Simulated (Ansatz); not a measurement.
A calculation with Ansatz (development build ahead of 0.2.0).

```yaml
crystal:
  periodic: [false, false, false]
  atoms:
    - { symbol: H, position_ang: [-1.52794, 0.39255, -0.0265] }
    - { symbol: Li, position_ang: [-0.3836, 0.71221, 1.35462] }
    - { symbol: Li, position_ang: [-0.26994, 0.98182, -1.20522] }
    - { symbol: H, position_ang: [0.8744, 1.30149, 0.1759] }
    - { symbol: Li, position_ang: [-0.8744, -1.30149, -0.1759] }
    - { symbol: H, position_ang: [0.26994, -0.98182, 1.20522] }
    - { symbol: H, position_ang: [0.3836, -0.71221, -1.35462] }
    - { symbol: Li, position_ang: [1.52794, -0.39255, 0.0265] }
basis:
  gaussian: { orbitals: STO-3G }
hamiltonian:
  xc: hf
```

The input is written out in the form of the current development build from the run's settings.

The run gave:

```yaml
Converged: yes
Total_energy: -31.65513 hartree
Spin_squared_of_the_determinant: 0.000
```
